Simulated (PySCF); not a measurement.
## Stretching TeS

Set-up: Te def2-SVPD with ECP28, S def2-SVPD; scalar-relativistic core potentials (PySCF 2.14). Energies in eV from Te + S in their ground configurations at the same level. State: ³Σ⁻ (triplet), unpaired electrons π ↑↑.

```json
{"R (Å)": "1.940", "MN15": "-1.808", "BHandHLYP": "-1.279"}
{"R (Å)": "2.030", "MN15": "-2.721", "BHandHLYP": "-2.222"}
{"R (Å)": "2.121", "MN15": "-3.204", "BHandHLYP": "-2.724"}
{"R (Å)": "2.188", "MN15": "-3.363", "BHandHLYP": "-2.892"}
{"R (Å)": "2.256", "MN15": "-3.395", "BHandHLYP": "-2.928"}
{"R (Å)": "2.324", "MN15": "-3.330", "BHandHLYP": "-2.863"}
{"R (Å)": "2.414", "MN15": "-3.136", "BHandHLYP": "-2.664"}
{"R (Å)": "2.527", "MN15": "-2.782", "BHandHLYP": "-2.296"}
{"R (Å)": "2.662", "MN15": "-2.270", "BHandHLYP": "-1.760"}
{"R (Å)": "2.843", "MN15": "-1.544", "BHandHLYP": "-0.991"}
```

Task: Put a parabola through the three lowest points of the MN15 curve and estimate Re, k and ωe (reduced mass 25.66 u; 1 eV/Å² = 0.16022 mdyn/Å; ωe = 1302.8·√(k/μ) cm⁻¹).

Result: Through R = 2.188, 2.256, 2.324 Å the second-order coefficient is 10.5 eV/Å², so Re ≈ 2.244 Å, k ≈ 3.36 mdyn/Å and ωe ≈ 471 cm⁻¹. A polynomial fit of higher order to the unrounded MN15 energies gives Re = 2.241 Å, k = 3.56 mdyn/Å, ωe = 485 cm⁻¹; anharmonicity and rounding make the difference.

The higher-order fit for each curve: MN15: Re = 2.241 Å, ωe = 485 cm⁻¹, De = 3.40 eV; BHandHLYP: Re = 2.243 Å, ωe = 493 cm⁻¹, De = 2.93 eV.

These are scalar-relativistic numbers at best; spin–orbit coupling would shift them, the dissociation energy most. The state was picked by a PBE0 search and need not be the measured ground state.
